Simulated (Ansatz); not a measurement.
Geometry optimisation, RKS PBE-D4/def2-SVP in Ansatz.

The input (input.yaml):

```yaml
crystal:
  periodic: [false, false, false]
  atoms:
    - { symbol: Hf, position_ang: [0.0, 0.0, 0.0] }
    - { symbol: Cl, position_ang: [0.0, 0.0, 2.87] }
    - { symbol: O, position_ang: [1.952, 0.0, -0.6893] }
    - { symbol: H, position_ang: [2.2684, -0.9521, -0.806] }
    - { symbol: F, position_ang: [-0.9326, 1.6157, -0.6593] }
    - { symbol: F, position_ang: [-0.9326, -1.6157, -0.6593] }
    - { symbol: "N", position_ang: [-2.382, 0.0, 0.7915] }
    - { symbol: H, position_ang: [-3.102, -0.6071, 0.3052] }
    - { symbol: H, position_ang: [-2.6678, 0.6071, 1.612] }
    - { symbol: H, position_ang: [-1.622, 0.0, 2.0511] }
basis:
  gaussian: { orbitals: def2-SVP }
hamiltonian:
  xc: pbe
  dispersion: d4
relax:
  f_tol: 0.15
  max_steps: 25
  restrain:
    - { distance: [0, 6], at: 3.41, k: 30.0 }
    - { distance: [9, 1], at: 2.57, k: 30.0 }
    - { distance: [0, 1], at: 2.52, k: 30.0 }
    - { distance: [9, 6], at: 1.06, k: 30.0 }
```

Command:

```bash
$ ansatz run input.yaml --threads 4 --pin off --max-ram 5120MiB --backend cpu --events-out ev --progress --plain --runs-dir out
```

Problem. Where does it end, and by what steps?

Solution. The forces met the threshold. The restraints hold the end off the free minimum; the threshold counts their pulls, which the force column leaves out. Restrained pairs: Hf1–N7 (2.51 → 3.40 Å), Cl2–H10 (1.82 → 2.57 Å), Hf1–Cl2 (2.87 → 2.48 Å), N7–H10 (1.47 → 1.04 Å). After 10 steps the energy has fallen by 3.515 eV (the restraints' own energy left out); N7 moved furthest, 0.87 Å.

| step | energy less start (eV) | largest force component (eV/Å) | accepted |
| --- | --- | --- | --- |
| 0 | 0.0000 | 2.820 | yes |
| 1 | -0.1614 | 5.357 | yes |
| 2 | -0.8974 | 6.916 | yes |
| 3 | -2.2528 | 4.759 | yes |
| 4 | -3.0917 | 1.795 | yes |
| 5 | -3.3450 | 1.108 | yes |
| 6 | -3.4383 | 1.272 | yes |
| 7 | -3.4970 | 1.183 | yes |
| 8 | -3.4738 | 1.193 | no |
| 9 | -3.5052 | 1.169 | yes |
| 10 | -3.5153 | 1.158 | yes |

```xyz
10
Properties=species:S:1:pos:R:3
Hf 0.131 -0.084 0.050
Cl 0.335 -0.241 2.519
O 1.892 -0.259 -0.664
H 2.742 -0.532 -1.040
F -0.538 1.610 -0.557
F -0.904 -1.515 -0.701
N -2.981 0.001 1.419
H -2.952 -0.747 0.716
H -2.941 0.923 0.971
H -2.201 -0.108 2.102
```

Time of the run: 22 s on 4 threads of Arm Neoverse V1 (shared host), peak memory 0.2 GiB.
